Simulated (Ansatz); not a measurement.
Isolated molecules relaxed with PBE0-D4/def2-TZVP in Ansatz; ΔE leaves out vibrations. CBS: MP2 limit from def2 TZ/QZ plus the TZ coupled-cluster correction, frozen cores. This one scheme is used for every species. DFT in def2-TZVPP. B3LYP here is the variant with VWN-RPA as its local correlation; programs differ in this. For Br, Ge outer-core shells are correlated without core-valence functions, which leaves a few kJ/mol of doubt a bond. Scalar relativity is left out up to krypton. One conformer a species, not always the lowest.

`S/C=[N]/[GeH2][Cl]` + HBr → `[Cl][GeH2][Br]` + `N=CS`  (ligand exchange at a Ge–N bond)

CCSD(T)/CBS gives -0.67 eV.

Another level gave -0.64 eV. Which?
A. HF/def2-TZVPP
B. B3LYP/def2-TZVPP
C. CCSD(T)/def2-TZVPP
D. B3LYP-D4/def2-TZVPP

C. CCSD(T)/def2-TZVPP -0.64, HF/def2-TZVPP -0.80, B3LYP-D4 -0.69, B3LYP -0.73 eV.

Largest T1 diagnostic among the species: 0.014.

The D4 term adds +0.04 eV with B3LYP and +0.03 eV with PBE0; it sums over pairs of atoms, weighted by their polarisabilities, and B3LYP, whose exchange is more repulsive, gets the larger term. In def2-TZVPP, CCSD(T) changes the Hartree–Fock value by +0.16 eV (the triples alone add +0.03 eV) and MP2 by +0.18 eV.
